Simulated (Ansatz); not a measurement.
Reaction (redistribution): `[CH3][GeH]([F])[SiH3]` + `[NH2][Al]([SH])[CH2]F` → `F[CH2][GeH]([F])[SiH3]` + `[CH3][Al]([NH2])[SH]`

Computed with Ansatz on PBE0-D4/def2-TZVP structures; ΔE is electronic, products minus reactants. CCSD(T)/CBS adds triple-zeta CCSD(T) − MP2 to the extrapolated MP2 energy (def2 sets, frozen cores). This one scheme is used for every species. For Ge outer-core shells are correlated without core-valence functions, which leaves a few kJ/mol of doubt a bond. Scalar relativity is left out up to krypton. One conformer a species, not always the lowest.

`[CH3][GeH]([F])[SiH3]`:

Z-matrix (Å, degrees):
```
C
Ge 1 1.944
H 1 1.090 2 110.1
H 1 1.092 2 110.2 3 -120.2
H 1 1.091 2 109.6 3 120.0
F 2 1.757 1 105.5 3 -62.4
Si 2 2.388 1 115.0 3 53.7
H 2 1.543 1 111.4 3 -175.6
H 7 1.485 2 110.3 1 -174.7
H 7 1.486 2 109.6 1 -53.7
H 7 1.488 2 109.0 1 65.5
```

`[NH2][Al]([SH])[CH2]F`:

```xyz
10

N     0.016    0.293   -1.675
Al    0.223   -0.322   -0.040
S     1.382   -2.129    0.393
C    -0.623    0.650    1.459
F    -1.299    1.770    0.949
H    -0.518    1.126   -1.869
H     0.386   -0.096   -2.525
H     1.688   -2.343   -0.898
H    -1.354    0.043    2.006
H     0.099    1.009    2.201
```

`F[CH2][GeH]([F])[SiH3]`:

Cartesian coordinates in Å:
```
F 0.967 1.925 -0.732
C -0.382 1.594 -0.747
Ge -0.561 -0.366 -0.557
F -2.219 -0.582 -0.024
Si 0.872 -1.249 1.135
H -0.876 2.091 0.092
H -0.817 1.956 -1.682
H -0.482 -1.081 -1.920
H 2.277 -1.189 0.657
H 0.498 -2.660 1.408
H 0.724 -0.438 2.370
```

`[CH3][Al]([NH2])[SH]`:

```xyz
10

C    -0.544   -1.566    0.521
Al    0.088    0.238    0.176
N     0.305    0.864   -1.463
S     0.542    1.556    1.873
H    -1.540   -1.551    0.975
H     0.115   -2.090    1.219
H    -0.606   -2.161   -0.394
H     0.122    0.329   -2.296
H     0.623    1.787   -1.707
H     0.895    2.594    1.096
```

```csv
level,ΔE (kcal/mol)
SCS-MP2/def2-TZVPP,-0.5
HF/def2-QZVPP,-0.3
```

Task: What does CCSD(T)/CBS give? (Best estimate.)

Result: The calculation gave: -0.4 kcal/mol. The listed levels differ from it by -0.1, 0.1 kcal/mol.

Largest T1 diagnostic among the species: 0.012.
